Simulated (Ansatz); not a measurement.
Breaking the Be1–H2 bond in BeClH (SMILES [BeH][Cl]) (multiplicity 1 held, fragments rigid). Energies count from the point at 1.323 Å.
Geometry at that point (charge 0, multiplicity 1):
```xyz
3

Be     0.0000     0.0000    -1.3353
H      0.0000     0.0000    -2.6579
Cl     0.0000     0.0000     0.4705
```

Signs of static correlation in aug-cc-pV(D+d)Z, with CASSCF(2,2), from Ansatz (an electronic-structure program) runs.

```csv
R (Å),T1 of restricted CCSD,⟨S²⟩ of UHF,largest double amplitude of restricted CCSD,weight of the CASSCF reference in MRCISD,CASSCF natural occupations
1.058,0.009,0.000,0.029,0.921,1.99 0.01
1.190,0.009,0.000,0.029,0.921,1.99 0.01
1.323,0.009,0.000,0.029,0.921,1.98 0.02
1.455,0.010,0.000,0.029,0.921,1.97 0.03
1.587,0.010,0.000,0.029,0.921,1.96 0.04
1.786,0.011,0.000,0.036,0.921,1.95 0.05
1.984,0.013,0.000,0.067,0.922,1.92 0.08
2.315,0.019,0.487,[?],0.923,1.84 0.16
2.645,0.029,0.772,0.244,0.923,1.72 0.28
3.042,[?],0.914,0.424,0.924,1.54 0.46
3.571,0.073,0.978,0.648,0.925,1.32 0.68
4.233,0.097,0.997,0.860,0.925,1.14 0.86
```

Problem. Some entries are withheld; supply them.

Solution. 
- 2.315, largest double amplitude of restricted CCSD: 0.087
- 3.042, T1 of restricted CCSD: 0.047

Doubts at one or more of the structures used: a restricted determinant that unrestricted orbitals would lower (R-CCSD(T)/aug-cc-pV(D+d)Z); other coupled-cluster roots lie near (R-CCSD(T)/aug-cc-pV(D+d)Z); T1 above 0.05 (R-CCSD(T)/aug-cc-pV(D+d)Z, U-CCSD(T)/aug-cc-pV(D+d)Z); a spin-contaminated determinant (U-CCSD(T)/aug-cc-pV(D+d)Z).
